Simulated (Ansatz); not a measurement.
Worked example: C3H4F4 → C3H2F4 + H2

Species: C3H4F4 `FC(F)CC(F)F`, singlet; C3H2F4 `FC(F)=CC(F)F`, singlet; H2 (hydrogen), singlet. 

Shapes, held fixed at every level: PBE0-D4/def2-TZVP. Flexible molecules stand in one conformer, not always the lowest. Programs: Ansatz 0.2.0. The zero-point and thermal change to 298 K, harmonic and unscaled (PBE0-D4/def2-TZVP), is -28.7 kJ/mol.

At CCSD(T)/CBS estimate; 1 Eh = 2625.50 kJ/mol:

```
species  energy (Eh)
 C3H4F4  -515.733373
 C3H2F4  -514.486645
     H2    -1.175441
```

Q: Work out ΔH(298 K) of the reaction at this level.

A: 
1. Products less reactants: (-514.486645) + (-1.175441) − [(-515.733373)] = 0.071287 Eh = +187.2 kJ/mol.
2. With the thermal change: +187.2 + (-28.7) = +158.5 kJ/mol.

Other levels give +140.8 (PBE-D4/def2-TZVPP) to +177.2 kJ/mol (HF/def2-SVP). No measured value is set beside it here. The CBS estimate extrapolates MP2 from def2-TZVPP and def2-QZVPP and adds CCSD(T) − MP2 in the triple-zeta set, cores frozen; for H2 it overshoots the exact energy by about 1 mEh.
